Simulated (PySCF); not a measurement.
# Basis-set dependence of excited states

Compound: selenium dioxide, SeO2.
Geometry (PBE0-D3(BJ)/def2-SVP, Å), atoms numbered from 1 in this order:
```xyz
3
SeO2 angstrom
O     -1.3351   -0.2646    0.1869
Se    -0.0075    0.3920   -0.4258
O      1.3656   -0.1325    0.2138
```

TDDFT with PBE0 (PySCF), vertical singlets, core orbitals frozen in the response, spherical d and f functions. Geometry: PBE0-D3(BJ)/def2-SVP; no solvent, vibrations or thermal averaging. Relativistic effects, spin–orbit coupling among them, are left out although an element past zinc is present.

```
      basis  functions  diffuse  S1 (eV)  S2 (eV)  S3 (eV)  S4 (eV)  S5 (eV)  LUMO (eV)  α (au)
     6-31G*         60       no     3.11     3.30     5.13     6.74     6.99      -3.81    23.9
   def2-SVP         60       no     3.11     3.29     5.14     6.72     6.89      -3.87    23.1
aug-cc-pVDZ         82      yes     3.10     3.31     5.04     6.68     6.97      -4.20    30.9
  def2-SVPD         87      yes     3.16     3.33     5.07     6.67     6.92      -4.30    31.3
  def2-TZVP        110       no     3.09     3.33     5.05     6.60     6.85      -4.08    27.5
 def2-TZVPD        137      yes     3.11     3.33     5.01     6.60     6.85      -4.20    31.8
aug-cc-pVTZ        151      yes     3.11     3.33     5.01     6.60     6.86      -4.20    31.6
```

**Question.** Compare the sets with the largest diffuse one.

**Answer.** States are compared by their number. Against the largest diffuse basis here (aug-cc-pVTZ, itself not a converged limit), sets without diffuse functions differ by up to 0.02 eV in S1 and 0.13 eV in S5; the smaller diffuse sets differ by up to 0.04 and 0.12 eV. State by state, the largest deviation of a set without diffuse functions is S1 0.02, S2 0.05, S3 0.13, S4 0.13, S5 0.13 eV. The same number needn't mean the same state in each row. Against aug-cc-pVTZ the polarisability deviates by -24% in 6-31G*, -27% in def2-SVP, -2% in aug-cc-pVDZ, -1% in def2-SVPD, -13% in def2-TZVP, +1% in def2-TZVPD.
